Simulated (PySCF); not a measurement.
## Assignment exercise: C$_{5}$H$_{12}$ClNSi

Cartesian coordinates in Å; atom numbers follow the order of the lines, from 1:
```xyz
20

C    -2.5826   -1.2325    0.0162
N    -1.5254   -0.2535    0.0577
C    -1.9987    1.0637   -0.2977
Si    0.1025   -0.7665   -0.1468
C     1.2387    0.6955    0.3215
C     2.6353    0.2198    0.4009
C     3.5422    0.3105   -0.5590
Cl    3.2195    1.0585   -2.0812
H    -2.2039   -2.1920    0.3553
H    -3.4014   -0.9224    0.6708
H    -2.9830   -1.3564   -0.9968
H    -1.1925    1.7858   -0.2134
H    -2.3896    1.0926   -1.3217
H    -2.8058    1.3583    0.3796
H     0.4886   -1.2236   -1.4937
H     0.2795   -1.8686    0.8055
H     1.1635    1.4815   -0.4278
H     0.9320    1.1041    1.2830
H     2.9268   -0.2797    1.3138
H     4.5492   -0.0644   -0.4788
```

A single conformation, isolated molecule, rapidly exchanging positions averaged, non-relativistic Hamiltonian. Geometry from GFN2-xTB; NMR shieldings at PBE0/pcSseg-1/GIAO; PySCF.

Chemical shifts δ = σref − σ; 13C (σref 186.93), 1H (σref 31.72) against TMS, all at this level.

(1) Assign these signals to the numbered atoms. 13C{1H} NMR (computed): δ 133.6 (CH), 129.0 (CH), 41.1 (CH3), 17.4 (CH2).

(2) Assign these signals to the numbered atoms. 1H NMR (500 MHz, computed): δ 6.03 (m, 1H), 6.01 (m, 1H), 4.52 (t, 2H), 2.58 (s, 6H), 2.24 (m, 2H).

Results:

(1) 
133.6 → C6, alkene CH: as expected for a trigonal carbon in a double bond
129.0 → C7, alkene CH
41.1 → C1/C3, methyl carbon bonded to N: pulled downfield by the heteroatom
17.4 → C5, allylic sp3 CH2 bonded to Si

(2) 
| δ (ppm) | atoms | environment | reason |
| --- | --- | --- | --- |
| 6.03 | H20 | hydrogen on an alkene CH | olefinic region |
| 6.01 | H19 | hydrogen on an alkene CH | – |
| 4.52 | H15/H16 | hydrogen on a silicon bonded to C, N | – |
| 2.58 | H9/H10/H11/H12/H13/H14 | hydrogen on a methyl carbon bonded to N | its carbon carries N, hence the downfield position |
| 2.24 | H17/H18 | hydrogen on an allylic sp3 CH2 bonded to Si | allylic position |

H20 and H19 lie closer than the usual error of such a calculation, so a measured spectrum could show them in the other order.

Carbons that carry Cl, above all several Cl atoms, come out too deshielded, partly because spin–orbit coupling is missing. Shifts are as computed. Against solution values, carbons near 30 ppm lie about +3 ppm off and those near 130 ppm about +5 ppm; carbons on Cl a further +6 ppm. Of 1211 compounds with measured shifts, 218 miss one by over three times the rms of a fit or turn the order of signals round; such compounds aren't used in these exercises. No couplings were computed; multiplicities are counted from neighbouring protons, with m where these are inequivalent, close in shift, in a saturated or five-membered ring or joined by F or P, and br s for small geminal =CH2 splittings.
